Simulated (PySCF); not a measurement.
(1Z,3Z)-1,4-difluorobuta-1,3-diene (C4H4F2), SMILES F/C=C\C=C/F.

Coordinates come from a PBE0-D3(BJ)/def2-SVP optimisation. Other conformers were not sampled.

Two levels are set side by side: TDDFT-PBE/def2-SVPD (PySCF) and TDDFT-CAM-B3LYP/def2-SVPD (PySCF). Vertical, same geometry. The lowest singlet is HOMO→LUMO 98 % with PBE and HOMO→LUMO 99 % with the other functional; states are paired by order. Differences are taken from unrounded values.

```json
[
 {"quantity": "lowest singlet excitation (eV)", "TDDFT-CAM-B3LYP": "5.81"},
 {"quantity": "lowest triplet excitation (TDA) (eV)", "TDDFT-CAM-B3LYP": "3.11"},
 {"quantity": "first bright state (f over 0.05) (eV)", "TDDFT-CAM-B3LYP": "5.81"},
 {"quantity": "its oscillator strength", "TDDFT-CAM-B3LYP": "0.67"}
]
```

Problem. What does TDDFT-PBE give, and how far is it from TDDFT-CAM-B3LYP? (Estimate from the structure and the level; the computed values follow.)

Solution. 
```
quantity                               TDDFT-PBE  TDDFT-PBE minus TDDFT-CAM-B3LYP
-------------------------------------  ---------  -------------------------------
lowest singlet excitation (eV)              5.43                            -0.38
lowest triplet excitation (TDA) (eV)        3.10                            -0.01
first bright state (f over 0.05) (eV)       5.43                            -0.38
its oscillator strength                     0.57                            -0.11
```

A lower first singlet is the usual sign of a functional without exact exchange. Differences between two approximate levels are no errors against the true value.

Rough cost on one machine, each run with all the roots and properties that it gave: TDDFT-CAM-B3LYP against TDDFT-PBE about 6 times.
